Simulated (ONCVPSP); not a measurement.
**Plane-wave convergence, ONCV potential for vanadium**

```json
{
  "Element": "V (Z = 23)",
  "Generator": "ONCVPSP 4.0.1",
  "Type": "optimised norm-conserving Vanderbilt (ONCV)",
  "Functional": "PBE",
  "Relativity": "scalar-relativistic",
  "Frozen core": "[Ne]",
  "Valence charge": "13",
  "Reference configuration": "3s2 3p6 3d2 (charge +3)",
  "Partial waves": "3s: rc 1.10 bohr, ncon 4, nbas 8, qcut 10.8 1/bohr, 2 projectors, debl 2 Ha; 3p: rc 1.30 bohr, ncon 4, nbas 7, qcut 9.4 1/bohr, 2 projectors, debl 2.6 Ha; 3d: rc 1.75 bohr, ncon 4, nbas 9, qcut 10.6 1/bohr, 1 projector",
  "Local potential": "polynomial inside 0.80 bohr (lpopt 3, dvloc0 1 Ha)",
  "Core correction": "Teter function, fcfact 2, rcfact 1.45"
}
```

In the s channel the program set the typed energies aside and used -3.814, 0.250 Ha. In the p channel the program set the typed energies aside and used -2.840, 0.250 Ha.

**Question.** For each optimised wave give the share of its norm inside rc, the residual kinetic energy above qcut (Ha) and the cutoffs (Ha) for errors of 10, 1, 0.1 and 0.01 mHa per electron.

**Answer.**

```
         wave  norm inside rc  residual KE  10 mHa  1 mHa  0.1 mHa  0.01 mHa
           3s           0.718      3.6e-06    33.1   42.1     49.4      55.2
s projector 2           0.017      7.0e-07    21.5   34.1     43.6      51.0
           3p           0.804      1.0e-06    17.7   22.8     26.8      30.6
p projector 2           0.028      1.5e-06    13.4   19.0     23.8      28.4
           3d           0.850      1.2e-08    30.2   36.9     42.3      46.8
```

The occupied waves need 42 Ha and 49 Ha for 1 and 0.1 mHa.
